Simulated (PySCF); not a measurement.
**K⁶⁺ (potassium, charge +6) across methods**

[Ne] 3s2 3p1, 2P determinant. Calculation: PySCF 2.14, in an even-tempered Gaussian basis (18 s from 0.13 bohr⁻², ratio 2.5; 12 p from 0.17 bohr⁻², ratio 2.5; 5 d from 1.5 bohr⁻², ratio 2.7; 5 f from 2.3 bohr⁻², ratio 2.7); the non-relativistic Hamiltonian (point nucleus).

```tsv
method	E (hartree)	mean ε 3s α (eV)	mean ε 3s β (eV)	mean ε 3p α (eV)	Σ⟨r²⟩ (bohr²)	⟨S²⟩
r2SCAN	-587.964	-127.21	-124.81	-109.31	5.654	0.754
BLYP	-588.049	-126.51	-124.52	-108.58	5.643	0.752
LDA	-586.271	-126.58	-124.70	-108.38	5.643	0.751
M06-2X	-588.022	-131.30	-128.74	-113.02	5.646	0.752
PBE0	-587.846	-129.22	-126.55	-111.00	5.645	0.753
UHF	-587.47259	-136.05	-131.14	-117.27	5.674	0.757
```

Question: Estimate the same row for PBE.

Answer: E (hartree) = -587.807; mean ε 3s α (eV) = -126.60; mean ε 3s β (eV) = -124.55; mean ε 3p α (eV) = -108.64; Σ⟨r²⟩ (bohr²) = 5.641; ⟨S²⟩ = 0.752.
